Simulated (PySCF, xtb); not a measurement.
bis(trichlorosilyl)methane (CH2Cl6Si2), SMILES Cl[Si](Cl)(Cl)C[Si](Cl)(Cl)Cl.

Geometry optimised at PBE0-D3(BJ)/def2-SVP. The isomer is the one that the SMILES or the coordinates give; other isomers of the formula were not compared. The values are those of a single conformer.

The numbers are results of PySCF with IEF-PCM-M06-2X/def2-SVP, not measurements.

The values are the electrostatic part of the solvation free energy, E(continuum) − E(gas) at the gas-phase geometry, in a cavity of scaled van der Waals radii (PySCF's table); cavitation and dispersion terms are not included. In vacuum the orbital gap is 11.35 eV. The dipole moment in vacuum is 1.56 D.

| solvent | ε | ΔG(elec) (kcal/mol) | dipole (D) | gap (eV) |
|---|---|---|---|---|
| water | 78.36 | -3.5 | 2.28 | 11.32 |
| acetone | 20.49 | -3.2 | 2.23 | 11.33 |
| 1-octanol | 9.86 | -2.9 | 2.15 | 11.33 |

For comparison, GFN2-xTB/ALPB(water) (xtb, at the GFN2-xTB geometry, all terms of that model) gives -2.4 kcal/mol.
